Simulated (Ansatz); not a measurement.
Frontier orbitals of C₂H₅F₃OSi (`C[SiH2]OC(F)(F)F`).

Z-matrix (Å, degrees):
```
C
Si 1 1.852
H 1 1.092 2 111.0
H 1 1.092 2 110.9 3 -120.8
H 1 1.094 2 109.9 3 119.7
O 2 1.686 1 110.5 3 64.0
H 2 1.479 1 112.2 3 178.4
H 2 1.483 1 111.9 3 -56.5
C 6 1.323 2 127.1 1 -83.0
F 9 1.328 6 110.3 2 161.3
F 9 1.348 6 112.3 2 41.3
F 9 1.339 6 112.2 2 -78.7
```

Charge 0, multiplicity 1. Geometry: relaxed with PBE0-D4/def2-TZVP. It is one conformer, not always the lowest. Basis def2-TZVPP, Ansatz 0.2.0.

| functional | HOMO (eV) | LUMO (eV) | gap (eV) |
| --- | --- | --- | --- |
| PBE | -7.83 | -0.49 | 7.34 |
| BLYP | -7.74 | -0.36 | 7.38 |
| r2SCAN | -8.20 | -0.05 | 8.15 |
| B97M-V | -8.32 | -0.28 | 8.04 |
| PBE0 | -9.31 | 0.38 | 9.69 |
| r2SCAN0 | -9.55 | 0.66 | 10.21 |
| HSE06 (plane-wave form) | -8.91 | 0.00 | 8.91 |
| LC-ωPBE | -12.10 | 2.55 | 14.65 |
| ωB97X-V | -11.75 | 2.39 | 14.14 |
| ωB97M-V | -11.60 | 2.03 | 13.63 |

**Question.** What is the vertical ionisation energy at frozen-core CCSD(T)/CBS(def2)? (Estimate.)

**Answer.** Computed: 11.93 eV (T1 of the cation 0.031).

From PBE to PBE0 the HOMO moves by −1.48 eV and the LUMO by +0.87 eV, and with ωB97M-V by −3.76 and +2.52 eV, so the gap grows from 7.34 to 13.62 eV with exact exchange. A positive LUMO is unbound and depends on the basis. −ε(HOMO) differs from that ionisation energy by −4.10 eV with PBE and −0.33 eV with ωB97M-V.

LC-ωPBE has ω = 0.4 bohr⁻¹.
